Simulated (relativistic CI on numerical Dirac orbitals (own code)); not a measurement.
**Fe XXV: q coefficients and field-shift factors**

These numbers are calculated, not measured: Dirac-Coulomb-Breit CI, separate exchange-only KLI orbitals for each configuration, derivatives by finite differences, unscaled Slater integrals, QED left out (own radial code, finite nucleus).

Configurations in the expansion: 1s², 1s2s, 1s2p. Levels of other configurations are missing.

With x = (α/α₀)² − 1 an excitation energy changes as ω = ω₀ + qx; K = 2q/ω₀ is the relative enhancement. Terms are leading LS components, so labels can repeat. The field-shift factor is F = δν/δ⟨r²⟩ for the transition from the lowest level.

Lowest level 1s² ¹S0.

| Level | ω₀ (cm⁻¹) | q (cm⁻¹) | K | F (GHz/fm²) |
| --- | --- | --- | --- | --- |
| 1s2s ³S1 | 53542204 | 392500 | 0.0147 | -723 |
| 1s2p ³P°0 | 53780512 | 421300 | 0.0157 | -833 |
| 1s2p ³P°1 | 53797056 | 422600 | 0.0157 | -833 |
| 1s2s ¹S0 | 53798103 | 411200 | 0.0153 | -726 |
| 1s2p ³P°2 | 53915367 | 559100 | 0.0207 | -834 |
| 1s2p ¹P°1 | 54065405 | 542500 | 0.0201 | -830 |

At this charge energies of transitions that change n are usually good to better than 1 %, and those within a shell (Δn = 0) to a few per cent.
